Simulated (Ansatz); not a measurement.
Isolated molecules relaxed with PBE0-D4/def2-TZVP in Ansatz; ΔE leaves out vibrations. CCSD(T)/CBS is the MP2 limit (def2-TZVPP, def2-QZVPP) plus CCSD(T) − MP2 in def2-TZVPP, frozen cores. This one scheme is used for every species. DFT in def2-TZVPP. Elements past krypton have def2 core potentials. For In outer-core shells are correlated without core-valence functions, which leaves a few kJ/mol of doubt a bond. Each species was taken in one conformer, which may not be the lowest.

Consider the ligand exchange at a B–O bond: `[OH][AlH][O]B(F)Cl` + `[OH][InH2]` → `FB(Cl)[O][InH2]` + `[OH][AlH][OH]`.

```
         level  ΔE (kJ/mol)
       r2SCAN0         -9.7
CCSD/CBS(def2)        -11.3
```

(1) What does CCSD(T)/CBS give? (Estimate.)

Largest T1 diagnostic among the species: 0.017.

## Answers

(1) Computed: -11.5 kJ/mol. The listed levels differ from it by 1.8, 0.2 kJ/mol.

In def2-TZVPP, CCSD(T) changes the Hartree–Fock value by −3.2 kJ/mol (the triples alone add −0.2 kJ/mol) and MP2 by −3.8 kJ/mol. Leaving LDA and LC-ωPBE aside and taking each functional with its dispersion term where it has one, the values, not all of them listed here, spread over 4.7 kJ/mol, from PBE-QIDH to BLYP-D4.

CCSD(T)/CBS has its own doubt, a few kJ/mol and more with outer-core shells, so smaller differences from it don't rank the levels.
